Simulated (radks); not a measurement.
Results of a calculation; reference values are marked as such.
Ionisation of the neodymium ion Nd3+, [Xe] 4f3, to Nd4+, [Xe] 4f2, under several functionals. Dirac Kohn-Sham, spin-unpolarised, spherical densities, point nucleus; open shells fill j = l - 1/2 first; a radial shooting solver on a logarithmic mesh with Libxc functionals.

functional	E(Nd3+) (hartree)	Exc (hartree)	IE (eV)	-e(HOMO) (eV)	<r> HOMO (bohr)	IE error (eV)
PBE	-9628.4720	-222.1720	40.242	30.929	0.9691	-0.358
LDA (Slater exchange, VWN5 correlation)	-9621.5746	-215.2008	40.603	31.272	0.9672	+0.003
Wu-Cohen GGA	-9627.5789	-221.2733	40.308	30.986	0.9684	-0.292
LDA (Slater exchange, Perdew-Zunger correlation)	-9621.5516	-215.1776	40.591	31.261	0.9672	-0.009
XLYP	-9629.9465	-223.6534	40.078	30.775	0.9703	-0.522
RPBE	-9628.8658	-222.5712	40.173	30.862	0.9696	-0.427
revPBE	-9628.7578	-222.4628	40.176	30.863	0.9693	-0.424
AM05	-9621.8473	-215.4799	40.347	31.018	0.9675	-0.253

NIST Atomic Spectra Database: 40.60 eV (semi-empirical). Closest: LDA (Slater exchange, VWN5 correlation). The Delta-SCF values span 0.53 eV, the total energies 8.39 hartree. The highest occupied level is 4f5/2. Spin polarisation and multiplet splitting are left out, so open shells lie too high by an amount that depends on their filling.

Beside tabulated values, note that spin-unpolarised runs miss the spin-polarisation part of the exchange energy of open shells. No tabulated value is given for the 4+ ions of Nd, Pm and Eu to Yb, where it belongs to another shell than the one emptied here.
